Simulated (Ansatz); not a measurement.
`CO[SiH2]C` + `NB(O)O[SiH3]` → `COB(N)O[SiH3]` + `C[SiH2]O`  (substitution at a C–O bond)

Computed with Ansatz on PBE0-D4/def2-TZVP structures; ΔE is electronic, products minus reactants. CBS: MP2 limit from def2 TZ/QZ plus the TZ coupled-cluster correction, frozen cores. This one scheme is used for every species. DFT in def2-TZVPP. One conformer a species, not always the lowest.

`CO[SiH2]C`:

```xyz
12

C     1.810   -0.444   -0.366
O     0.929   -0.581    0.721
Si   -0.406    0.361    0.916
C    -1.688    0.066   -0.406
H     2.691   -1.060   -0.176
H     2.138    0.595   -0.494
H     1.351   -0.781   -1.303
H    -0.004    1.799    0.886
H    -0.939    0.016    2.256
H    -1.308    0.322   -1.398
H    -2.568    0.687   -0.217
H    -2.006   -0.979   -0.418
```

`NB(O)O[SiH3]`:

Z-matrix (Å, degrees):
```
Si
O 1 1.646
H 1 1.484 2 106.5
H 1 1.486 2 111.2 3 -118.9
H 1 1.485 2 111.2 3 119.0
B 2 1.371 1 130.1 3 -179.9
O 6 1.376 2 117.3 1 0.0
N 6 1.410 2 118.8 1 -179.9
H 7 0.957 6 115.0 2 -180.0
H 8 1.004 6 120.8 2 -0.0
H 8 1.002 6 124.9 2 -180.0
```

`COB(N)O[SiH3]`:

```xyz
14

C     2.185   -0.603    0.698
O     0.895   -0.944    1.151
B    -0.213   -0.438    0.532
N    -1.478   -0.807    1.032
O    -0.060    0.406   -0.546
Si   -1.033    1.269   -1.536
H     2.904   -1.132    1.323
H     2.367    0.472    0.779
H     2.336   -0.899   -0.345
H    -1.568   -1.429    1.814
H    -2.346   -0.502    0.633
H    -2.466    0.913   -1.323
H    -0.856    2.718   -1.268
H    -0.668    0.976   -2.943
```

`C[SiH2]O`:

Z-matrix (Å, degrees):
```
C
Si 1 1.863
H 1 1.093 2 111.0
H 1 1.094 2 110.2 3 119.8
H 1 1.093 2 111.5 3 -120.7
O 2 1.652 1 112.6 3 57.7
H 2 1.492 1 108.9 3 -179.5
H 2 1.483 1 110.6 3 -59.4
H 6 0.957 2 117.7 1 68.6
```

```json
{"species": "`CO[SiH2]C`", "r2SCAN energy (Eh)": "-445.73594"}
{"species": "`NB(O)O[SiH3]`", "r2SCAN energy (Eh)": "-523.30424"}
{"species": "`COB(N)O[SiH3]`", "r2SCAN energy (Eh)": "-562.58734"}
{"species": "`C[SiH2]O`", "r2SCAN energy (Eh)": "-406.45334"}
```

**Question.** Work out ΔE.

**Answer.** ΔE = (-562.58734) + (-406.45334) − (-445.73594) − (-523.30424) = -0.00050 Eh = -0.3 kcal/mol. CCSD(T)/CBS gives -0.5 kcal/mol.

Largest T1 diagnostic among the species: 0.011.
